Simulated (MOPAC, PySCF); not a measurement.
C$_{4}$H$_{8}$O, SMILES `C=CCCO`, neutral singlet in the gas phase. 

Cartesian coordinates (Å):
SMILES: C=CCCO
```xyz
13

C      1.2398     0.3929    -1.6424
C      1.0629    -0.0040    -0.3870
C     -0.0643    -0.8675     0.0878
C     -1.0962    -0.0508     0.8734
O     -1.7309     0.9302     0.0699
H      0.5817     0.0597    -2.4370
H      2.0548     1.0478    -1.9227
H      1.7472     0.3526     0.3796
H      0.3168    -1.6614     0.7383
H     -0.5630    -1.3402    -0.7615
H     -1.8904    -0.7042     1.2362
H     -0.6169     0.4102     1.7476
H     -1.0417     1.4347    -0.3808
```
Charge 0, spin multiplicity 1.

All levels are single points at this geometry (B3LYP-D3(BJ)/def2-TZVP); Pople sets use spherical d functions. Orbital energies aren't observables, and empty levels follow the basis.

```csv
level,HOMO (eV),LUMO (eV),gap (eV),dipole (D),"vertical IE, Delta-SCF (eV)"
B3LYP-D3(BJ)/def2-TZVP in PySCF,-7.35,-0.27,7.08,1.71,9.61
PBE-D3(BJ)/def2-TZVP in PySCF,-6.08,-1.04,5.03,1.60,9.25
B3LYP/3-21G in PySCF,-6.53,0.38,6.91,1.78,–
B3LYP/6-311+G** in PySCF,-7.41,-0.43,6.98,1.89,–
B3LYP/6-31G* in PySCF,-6.93,0.32,7.25,1.74,9.34
BP86/6-31G* in PySCF,-5.68,-0.64,5.05,1.64,–
M06-2X/6-31G* in PySCF,-8.65,1.42,10.07,1.80,–
PBE/6-31G* in PySCF,-5.55,-0.54,5.02,1.63,–
SVWN5/6-31G* in PySCF,-5.65,-0.75,4.90,1.69,9.14
HF/STO-3G in PySCF,-8.58,8.39,16.97,1.49,–
AM1 in MOPAC,-10.34,1.04,11.38,1.62,–
PM3 in MOPAC,-10.47,0.84,11.31,1.54,–
PM7 in MOPAC,-10.37,0.77,11.14,1.95,–
```
